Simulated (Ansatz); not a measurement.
The cluster ReO₂, relaxed as a doublet with UKS PBE0-D4/def2-TZVP in Ansatz, starting from the GFN2-xTB geometry. Force threshold 0.02 eV/Å.

In the def2 sets Re takes a core potential; there is no spin–orbit coupling. The charge 0 doublet is spin-contaminated (final ⟨S²⟩ up to 1.19, 0.75 for a pure state). At PBE0-D4/def2-TZVP a quartet of charge 0 lies 0.36 eV below the doublet, each at its own geometry. The structure comes from a short search, and lower isomers may exist.

Start:

| atom | x (Å) | y (Å) | z (Å) |
| --- | --- | --- | --- |
| Re1 | -0.4213 | 0.1720 | 0.0015 |
| O2 | -0.3205 | -1.3915 | 0.5523 |
| O3 | 0.7417 | 1.2195 | -0.5538 |

```json
{"step": "1", "energy (eV)": "-6220.7697", "largest force component (eV/Å)": "2.727", "SCF passes": "84"}
{"step": "2", "energy (eV)": "-6220.9492", "largest force component (eV/Å)": "0.731", "SCF passes": "68"}
{"step": "3", "energy (eV)": "-6220.9964", "largest force component (eV/Å)": "0.832", "SCF passes": "67"}
{"step": "4", "energy (eV)": "-6221.0110", "largest force component (eV/Å)": "0.286", "SCF passes": "64"}
{"step": "5", "energy (eV)": "-6221.0124", "largest force component (eV/Å)": "0.004", "SCF passes": "60"}
```

Force components are those of the run's own axes.

End:

| atom | x (Å) | y (Å) | z (Å) |
| --- | --- | --- | --- |
| Re1 | -0.5492 | 0.2243 | 0.0020 |
| O2 | -0.2245 | -1.3390 | 0.5187 |
| O3 | 0.7737 | 1.1147 | -0.5207 |

By distances, no bond broke or formed. The bond that changes most is Re1–O3, from 1.66 to 1.68 Å (atoms count from 1).

No frequencies were taken in this run, so the end may be a saddle point.

It took 38 s on 2 threads of Intel Xeon Platinum 8375C on a shared host.
